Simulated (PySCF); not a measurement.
C4H13GeNO (SMILES CC[O][Ge]([CH3])([CH3])[NH2]), singlet, geometry from GFN2-xTB; CASSCF(10,9)/STO-3G in PySCF.

PySCF was given this input:
```python
from pyscf import gto, scf, mcscf
import numpy

mol = gto.M(
    atom='''
C     2.47275168   -0.64624807   -1.24467583
C     2.21650392    0.53029161   -0.31379538
O     0.87977495    0.95793140   -0.31349756
Ge   -0.57604291    0.02509556    0.19611996
C    -1.21088534   -1.14483565   -1.28266166
C    -0.20905406   -0.89406630    1.92211673
N    -1.85212671    1.30022815    0.46527280
H     3.53501871   -0.87537263   -1.27352317
H     2.13061879   -0.40563923   -2.24789577
H     1.92937312   -1.52125523   -0.89216092
H     2.53391568    0.26584510    0.70331737
H     2.80512800    1.39605566   -0.64023154
H    -1.08137635   -0.64637741   -2.23856455
H    -0.67093859   -2.08610459   -1.31040464
H    -2.26517061   -1.35625957   -1.14139726
H     0.19371377   -0.19088236    2.64557719
H     0.50580926   -1.70173124    1.79268657
H    -1.12900175   -1.30795833    2.31902196
H    -2.13987289    1.78581056   -0.37368808
H    -1.60305392    2.00491389    1.14659208
''',
    basis='sto-3g',
    verbose=4,
)

mf = scf.RHF(mol)
mf.kernel()
mc = mcscf.CASSCF(mf, 9, 10)
mc.fix_spin_(ss=0.0)
mc.kernel()
occ = numpy.linalg.eigvalsh(mc.fcisolver.make_rdm1(mc.ci, mc.ncas, mc.nelecas))[::-1]
ss = mc.fcisolver.spin_square(mc.ci, mc.ncas, mc.nelecas)[0]
print('natural occupations', occ.round(4), ' <S^2>', round(ss, 4))
```

The log (banner, timings and long lists left out):

```
PySCF version 2.14.0

[INPUT] verbose = 4
[INPUT] num. atoms = 20
[INPUT] num. electrons = 84
[INPUT] charge = 0
[INPUT] spin (= nelec alpha-beta = 2S) = 0
[INPUT] symmetry False subgroup None
[INPUT] Mole.unit = angstrom
[INPUT] Symbol           X                Y                Z      unit          X                Y                Z       unit  Magmom
[...]
nuclear repulsion = 616.967255539539
number of shells = 39
number of NR pGTOs = 183
number of NR cGTOs = 61
basis = sto-3g
ecp = {}

******** <class 'pyscf.scf.hf.RHF'> ********
method = RHF
initial guess = minao
damping factor = 0
level_shift factor = 0
DIIS = <class 'pyscf.scf.diis.CDIIS'>
diis_start_cycle = 1
diis_space = 8
diis_damp = 0
SCF conv_tol = 1e-09
SCF conv_tol_grad = None
SCF max_cycles = 50
direct_scf = True
direct_scf_tol = 1e-13
Set gradient conv threshold to 3.16228e-05
Initial guess from minao.
init E= -2334.60614108101
[...]
cycle= 1 E= -2336.41472521377  delta_E= -1.81  |g|= 0.696  |ddm|= 5.12
[...]
cycle= 2 E= -2336.59648418993  delta_E= -0.182  |g|= 0.18  |ddm|= 1.28
[...]
cycle= 3 E= -2336.60737591864  delta_E= -0.0109  |g|= 0.0413  |ddm|= 0.308
[...]
cycle= 4 E= -2336.6081879846  delta_E= -0.000812  |g|= 0.00908  |ddm|= 0.0792
[...]
cycle= 5 E= -2336.60824309674  delta_E= -5.51e-05  |g|= 0.00183  |ddm|= 0.027
[...]
cycle= 6 E= -2336.60824553457  delta_E= -2.44e-06  |g|= 0.000558  |ddm|= 0.00544
[...]
cycle= 7 E= -2336.60824580365  delta_E= -2.69e-07  |g|= 9.19e-05  |ddm|= 0.00228
[...]
cycle= 8 E= -2336.60824581143  delta_E= -7.78e-09  |g|= 2.8e-05  |ddm|= 0.000344
[...]
cycle= 9 E= -2336.60824581202  delta_E= -5.88e-10  |g|= 6e-06  |ddm|= 9.7e-05
[...]
Extra cycle  E= -2336.60824581206  delta_E= -4.64e-11  |g|= 2.53e-06  |ddm|= 1.33e-05
converged SCF energy = -2336.60824581206

******** <class 'pyscf.mcscf.mc1step.CASSCF'> ********
CAS (5e+5e, 9o), ncore = 37, nvir = 15
max_cycle_macro = 50
max_cycle_micro = 4
conv_tol = 1e-07
conv_tol_grad = None
orbital rotation max_stepsize = 0.02
orbital rotation threshold for CI restart = 0.01
augmented hessian ah_max_cycle = 30
augmented hessian ah_conv_tol = 1e-12
augmented hessian ah_linear dependence = 1e-14
augmented hessian ah_level shift = 1e-08
augmented hessian ah_start_tol = 2.5
augmented hessian ah_start_cycle = 3
augmented hessian ah_grad_trust_region = 3
kf_trust_region = 3
kf_interval = 4
ci_response_space = 4
ci_grad_trust_region = 3
with_dep4 0
natorb = False
canonicalization = True
sorting_mo_energy = False
[...]
CASCI E = -2336.62932307440  S^2 = 0.0000000
[...]
               |grad[o]|=0.00804  |grad[c]|=0.0112  |ddm|=0.00555  |maxRot[o]|=0.0697
macro iter   8 (  7 JK    2 micro), CASSCF E = -2336.66599124147  dE = -1.19905968e-03  S^2 = 0.0000000
               |grad[o]|=0.00599  |grad[c]|=0.0137  |ddm|=0.00499  |maxRot[o]|=0.0698
macro iter   9 (  6 JK    2 micro), CASSCF E = -2336.66646229388  dE = -4.71052414e-04  S^2 = 0.0000000
               |grad[o]|=0.00382  |grad[c]|=0.00846  |ddm|=0.00348  |maxRot[o]|=0.0499
macro iter  10 ( 10 JK    3 micro), CASSCF E = -2336.66633095898  dE =  1.31334904e-04  S^2 = 0.0000000
               |grad[o]|=0.00208  |grad[c]|=0.00353  |ddm|=0.00133  |maxRot[o]|=0.0442
macro iter  11 ( 17 JK    4 micro), CASSCF E = -2336.66651440589  dE = -1.83446908e-04  S^2 = 0.0000000
               |grad[o]|=0.00221  |grad[c]|=0.00321  |ddm|=0.00132  |maxRot[o]|=0.0212
macro iter  12 (  6 JK    2 micro), CASSCF E = -2336.66659624077  dE = -8.18348849e-05  S^2 = 0.0000000
               |grad[o]|=0.00116  |grad[c]|=0.00205  |ddm|=0.00115  |maxRot[o]|=0.0274
macro iter  13 (  9 JK    3 micro), CASSCF E = -2336.66655925968  dE =  3.69810900e-05  S^2 = 0.0000000
               |grad[o]|=0.000567  |grad[c]|=0.00205  |ddm|=0.000851  |maxRot[o]|=0.0369
macro iter  14 ( 21 JK    4 micro), CASSCF E = -2336.66656429859  dE = -5.03890396e-06  S^2 = 0.0000000
               |grad[o]|=0.00083  |grad[c]|=0.000769  |ddm|=0.000405  |maxRot[o]|=0.00457
macro iter  15 (  7 JK    2 micro), CASSCF E = -2336.66660939819  dE = -4.50995985e-05  S^2 = 0.0000000
               |grad[o]|=0.000674  |grad[c]|=0.00122  |ddm|=0.000981  |maxRot[o]|=0.033
macro iter  16 (  4 JK    1 micro), CASSCF E = -2336.66661882426  dE = -9.42607312e-06  S^2 = 0.0000000
               |grad[o]|=0.000291  |grad[c]|=0.00101  |ddm|=0.000347  |maxRot[o]|=0.0224
macro iter  17 (  4 JK    1 micro), CASSCF E = -2336.66661886979  dE = -4.55279405e-08  S^2 = 0.0000000
               |grad[o]|=7.76e-05  |grad[c]|=9.97e-05  |ddm|=4.36e-05  |maxRot[o]|=0.000957
1-step CASSCF converged in  17 macro (183 JK  45 micro) steps
CASSCF canonicalization
Density matrix diagonal elements [1.98011077 1.98012836 1.98511627 1.98332513 1.97708264 0.03648825
 0.01986452 0.01706641 0.02081765]
CASSCF energy = -2336.66661886979
CASCI E = -2336.66661886979  E(CI) = -18.9295274169363  S^2 = 0.0000000
natural occupations [1.9955 1.9875 1.9789 1.9746 1.9705 0.0362 0.0207 0.0195 0.0165]  <S^2> 0.0
```
